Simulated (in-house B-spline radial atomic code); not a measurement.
# Solving the quasi-particle equation for 5s of In+

Configuration [Kr] 4d10 5s2, start PBE; correlation leaves out the 7 deepest shells. Computed with an all-electron radial atomic-structure program (B-spline basis): all electrons, scalar-relativistic (spin-free one-electron X2C), finite nucleus, each spin shell either full or empty, empty states to l = 9 with an (l + 1/2)⁻⁴ tail; G0W0 by contour deformation at full frequency.

At the mean-field level ε = -14.915 eV the matrix elements are Σx = -13.988 eV, v_xc = -11.583 eV and Σc(ε) = -2.231 eV, and the slope of the correlation self-energy is dΣc/dω = -0.0872. The quasi-particle energy solves E = ε + Σx − v_xc + Σc(E).

**Question.** What does the linearised equation give?

**Answer.** Z = 1/(1 − dΣc/dω) = 1/1.0872 = 0.9198. The first-order shift is Σx − v_xc + Σc(ε) = -13.988 − (-11.583) + (-2.231) = -4.636 eV, so E ≈ ε + Z × shift = -14.915 + 0.9198 × (-4.636) = -19.179 eV.

**Question.** How does that compare with the full solution and with static screening?

**Answer.** Solving the equation at full frequency dependence gives E = -19.177 eV, where Σc = -1.858 eV and the weight is 0.914; the linearised value is off by 2 meV. Leaving Z out would give -19.551 eV. Static COHSEX puts -3.933 eV in place of Σc and gives -21.253 eV, 2.08 eV deeper. The tabulated removal energy is 18.870 eV (NIST, measured); the run leaves out spin-orbit coupling, Breit and QED terms.
